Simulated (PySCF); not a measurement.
**Telling isomers of C$_{10}$H$_{16}$ apart by NMR**

- PBE0/pcSseg-1 with gauge-including orbitals
- coordinates at the GFN2-xTB level
- code: PySCF 2.14
- no solvent, equivalent nuclei averaged, non-relativistic Hamiltonian, one computed conformer

Referencing at the same level of theory: TMS for ¹H (31.72 ppm) and ¹³C (186.93 ppm). Where no couplings were computed, multiplicities follow the n + 1 count of equivalent neighbours, and m marks all less simple cases (inequivalent or close neighbours, rings, F or P nearby). Shifts are as computed. Against solution values, carbons near 30 ppm lie about +3 ppm off and those near 130 ppm about +5 ppm. Of 1211 compounds with measured shifts, 218 miss one by over three times the rms of a fit or turn the order of signals round; such compounds aren't used in these exercises.

(1) Tabulate the signals of `C=CC/C(=C/CC)C(=C)C`, `C1C2CC3CC1CC(C2)C3`, `C=C[C@@H]1C[C@@H]2CCC[C@H]1C2` and their relative energies.

(2) What is the quickest way to tell C=CC/C(=C/CC)C(=C)C from C=C[C@@H]1C[C@@H]2CCC[C@H]1C2?

(3) What is the quickest way to tell C=CC/C(=C/CC)C(=C)C from C1C2CC3CC1CC(C2)C3?

(4) What is the quickest way to tell C1C2CC3CC1CC(C2)C3 from C=C[C@@H]1C[C@@H]2CCC[C@H]1C2?

## Answers

(1) 
```tsv
SMILES	carbon types	δC	δH	E rel. (kcal/mol)
C=CC/C(=C/CC)C(=C)C	2×C 2×CH 4×CH2 2×CH3	158.8, 153.7, 150.6, 136.6, 121.3, 116.7, 49.9, 28.2, 28.2, 17.9	6.12 (m, 1H), 5.60 (t, 1H), 5.40 (m, 1H), 5.23 (m, 1H), 5.12 (br s, 1H), 4.85 (br s, 1H), 2.98 (d, 2H), 2.18 (m, 2H), 2.04 (s, 3H), 1.01 (t, 3H)	68.3
C1C2CC3CC1CC(C2)C3	4×CH 6×CH2	40.8, 31.2	1.83 (m, 12H), 1.79 (m, 4H)	0.0
C=C[C@@H]1C[C@@H]2CCC[C@H]1C2	4×CH 6×CH2	148.9, 119.4, 47.5, 42.8, 42.5, 38.3, 36.7, 32.9, 32.3, 22.2	6.46 (m, 1H), 5.51 (m, 1H), 5.49 (m, 1H), 2.83 (m, 1H), 2.16 (m, 1H), 2.01 (m, 1H), 1.95 (m, 1H), 1.71 (m, 1H), 1.68 (m, 1H), 1.63 (m, 1H), 1.59 (m, 1H), 1.44 (m, 1H), 1.43 (m, 1H), 1.32 (m, 1H), 1.27 (m, 1H), 1.24 (m, 1H)	33.2
```

Energies are electronic energies at PBE0/pcSseg-1 on these geometries, without zero-point or thermal terms, each for the one conformer computed, which needn't be the lowest.

(2) Both give the same number of carbon signals, but DEPT or the intensities differ. The first has a fully substituted alkene carbon (C) at 158.8 ppm, the second an allylic sp3 CH at 47.5 ppm. Their most deshielded carbons lie at 158.8 and 148.9 ppm.

(3) Count the carbon signals: 10 against 2. The first has a fully substituted alkene carbon (C) at 158.8 ppm, the second an sp3 CH in a ring at 31.2 ppm. Their most deshielded carbons lie at 158.8 and 40.8 ppm. In the proton spectra the most deshielded non-exchanging signals are 6.12 (m, 1H) and 1.83 (m, 12H).

(4) Count the carbon signals: 2 against 10. The first has an sp3 CH in a ring at 31.2 ppm, the second an alkene CH at 148.9 ppm. Their most deshielded carbons lie at 40.8 and 148.9 ppm. In the proton spectra the most deshielded non-exchanging signals are 1.83 (m, 12H) and 6.46 (m, 1H).
